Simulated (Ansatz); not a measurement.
Reaction (cleavage of the Ge–Ge bond): `[OH][Ge]([F])([Cl])[GeH3]` + HCl → `[OH][Ge]([F])([Cl])[Cl]` + GeH₄

Calculated with Ansatz (gas phase, PBE0-D4/def2-TZVP geometries, no zero-point term in ΔE). CCSD(T)/CBS adds triple-zeta CCSD(T) − MP2 to the extrapolated MP2 energy (def2 sets, frozen cores). This one scheme is used for every species. DFT in def2-TZVPP. For Ge outer-core shells are correlated without core-valence functions, which leaves a few kJ/mol of doubt a bond. Scalar relativity is left out up to krypton. Each species was taken in one conformer, which may not be the lowest.

| species | revPBE-D4 energy (Eh) |
| --- | --- |
| `[OH][Ge]([F])([Cl])[GeH3]` | -4791.45111 |
| HCl | -460.73668 |
| `[OH][Ge]([F])([Cl])[Cl]` | -3172.96336 |
| GeH₄ | -2079.23240 |

(1) Work out ΔE.

Largest T1 diagnostic among the species: 0.012.

Answers

(1) ΔE = (-3172.96336) + (-2079.23240) − (-4791.45111) − (-460.73668) = -0.00797 Eh = -5.0 kcal/mol. CCSD(T)/CBS gives -5.7 kcal/mol.

From PBE to PBE0 (25 % exact exchange), in def2-TZVPP and without D4, ΔE moves by −1.4 kcal/mol. In def2-TZVPP, CCSD(T) changes the Hartree–Fock value by +4.2 kcal/mol (the triples alone add +0.1 kcal/mol) and MP2 by +3.7 kcal/mol. At CCSD(T), def2-SVP lies −3.5 kcal/mol from the extrapolated value and def2-TZVPP −1.1 kcal/mol.
